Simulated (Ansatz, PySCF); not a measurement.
C₄H₅BO, SMILES C#CB1COC1. Atoms are numbered in the order given.

```xyz
11

C      0.0000     0.0000     2.8922
C      0.0000     0.0000     1.6727
B      0.0000     0.0000     0.1662
C      0.0000    -1.0571    -1.0053
O      0.0000     0.0000    -1.9730
C      0.0000     1.0571    -1.0053
H      0.0000     0.0000     3.9681
H     -0.8916    -1.7093    -1.0852
H      0.8916    -1.7093    -1.0852
H      0.8916     1.7093    -1.0852
H     -0.8916     1.7093    -1.0852
```
Charge 0, spin multiplicity 1.

Geometry optimised at PBE0-D3(BJ)/def2-SVP. This is a generated structure with no PubChem entry under its InChIKey; it may be hypothetical.

Vertical ionisation energy (IE) and electron affinity (EA) in eV. Rows of orbital energies are one-electron estimates. Where ΔSCF, EOM or ADC give a negative EA the extra electron is unbound and the value depends on the basis.

| level | IE | EA |
|---|---|---|
| −ε(HOMO), −ε(LUMO), r2SCAN/def2-TZVP (PySCF) | 6.09 | 2.74 |
| −ε(HOMO), −ε(LUMO), PBE/def2-TZVP (PySCF) | 5.79 | 2.99 |
| ΔSCF, CAM-B3LYP/def2-SVPD (Ansatz), final states of multiplicity 2 and 2 | 9.74 | 0.28 |
| ΔSCF, PBE/def2-SVPD (Ansatz), final states of multiplicity 2 and 2 | 9.19 | 0.33 |

Question: What vertical singlet–triplet gap does ΔSCF give with CAM-B3LYP/def2-SVPD (Ansatz, a first-principles code) and with PBE/def2-SVPD (Ansatz)? (Estimate from the structure and the level; the computed values follow.)

Answer: 3.94 and 3.32 eV (triplet above singlet where positive).
